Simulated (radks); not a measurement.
Results of a calculation; reference values are marked as such.
All-electron atom: Pd VIII in [Kr] 4d3.

Level of theory: scalar-relativistic Kohn-Sham, LDA (Slater exchange, VWN5 correlation), spin-polarised, spherical densities, finite nucleus; open shells are filled with parallel spins first (spin-orbit coupling, left out, can overturn this in heavy ions); Fermi nuclear charge, rms radius 4.5318 fm (a radial shooting solver on a logarithmic mesh with Libxc functionals).

Energy parts (eV):
part                       energy
total                 -136811.760
kinetic                141886.603
electron-nucleus      -325935.972
Hartree                 50908.528
exchange-correlation    -3670.920

Orbitals (lengths in bohr, moments of r in powers of bohr; <r^-3> diverges for s and p1/2):
orbital  occ.  eigenvalue (eV)  <r^-3>      <r>
1s up       1        -24258.37       -  0.03189
1s down     1        -24258.35       -  0.03189
2s up       1        -3650.029       -   0.1385
2s down     1        -3649.264       -   0.1385
2p up       3        -3287.543    3499   0.1207
2p down     3        -3286.939    3500   0.1207
3s up       1        -757.9492       -   0.3796
3s down     1        -757.4091       -   0.3795
3p up       3        -638.8471   619.6   0.3787
3p down     3        -638.2602   619.7   0.3785
3d up       5        -449.4090   84.57   0.3569
3d down     5        -448.6332   84.59   0.3567
4s up       1        -202.1236       -   0.9101
4s down     1        -199.0951       -   0.9089
4p up       3        -166.0898   115.3   0.9746
4p down     3        -163.0026   115.9   0.9740
4d up       3        -111.9934   12.19    1.125
4d down     0        -108.9325   12.17    1.128

The highest occupied level is 4d up at -111.99 eV. For comparison, the ionisation energy in NIST's Atomic Spectra Database is 120 eV (theoretical). In exact Kohn-Sham theory the highest level is minus the ionisation energy, but local and semilocal functionals leave it too shallow, through self-interaction and a potential that decays too fast; potentials with the right tail come closer.
